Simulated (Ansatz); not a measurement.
A displaced shape of doublet ScO:

```yaml
atoms:
  - { symbol: Sc, position_ang: [-0.0221, 0.0389, -0.4744] }
  - { symbol: O, position_ang: [-0.0364, -0.0078, 1.1530] }
```

It was optimised with PBE0/def2-SVP in Ansatz (development build ahead of 0.2.0) to forces under 0.001 eV/Å, with unrestricted orbitals. Each step stands on the lowest determinant of that kind that the program's search found.

Question: What shape does it relax to, and how does the optimisation go?

Answer:

```xyz
2

Sc   -0.0221    0.0390   -0.4795
O    -0.0364   -0.0079    1.1582
```

Bond lengths: Sc1–O2 1.638 Å.

| step | E − E(start) (eV) | largest force (eV/Å) |
| --- | --- | --- |
| 1 | 0.0000 | 0.5242 |
| 2 | -0.0023 | 0.1811 |
| 3 | -0.0027 | 0.0021 |
| 4 | -0.0027 | 0.0000 |

The optimisation ended after 4 steps with its threshold met.
